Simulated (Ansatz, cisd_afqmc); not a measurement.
Species: HSe2, charge 0, doublet. HSe2 (SMILES [Se][SeH], doublet).
B3LYP-D3(BJ)/def2-TZVP minimum from Ansatz (a program for electronic structure):
```xyz
3

Se     0.8221    -0.0735     0.8079
Se    -0.8133     0.0389    -0.7619
H     -0.2996     1.1757    -1.5638
```
Charge 0, spin multiplicity 2.

Total energies in cc-pVDZ, 13 correlated electrons, 28 frozen orbitals. Radicals and triplets start from unrestricted determinants; spin-orbit coupling is neglected. Cores are frozen in correlated methods (noble-gas shells, and filled d and f shells in the p block). No relativity. AFQMC is phaseless with a CISD trial state; ± is one standard error, without the phaseless bias. Outlying blocks are dropped, and bars are widened where a walk drifts. Over all cases where full CI ran beside it in this data, AFQMC minus full CI had a median of +0.1 mEh and passed +0.4 mEh in a tenth of the cases.

```csv
method,program,energy (Eh),minus CCSDTQ (mEh)
HF,Ansatz,-4800.21227,249.46
MP2,Ansatz,-4800.42302,38.71
CCSD,Ansatz,-4800.45302,8.71
CCSD(T),Ansatz,-4800.46018,1.55
CCSDT(Q),Ansatz,-4800.46176,-0.02
CCSDTQ,Ansatz,-4800.46173,0.00
AFQMC/CISD,cisd_afqmc,-4800.4609 ± 0.0003,0.9 ± 0.3
```

Rough core times of Ansatz's runs on a shared machine: CCSD(T) under 20 s, CCSDT(Q) 60 s, CCSDTQ 40 min.
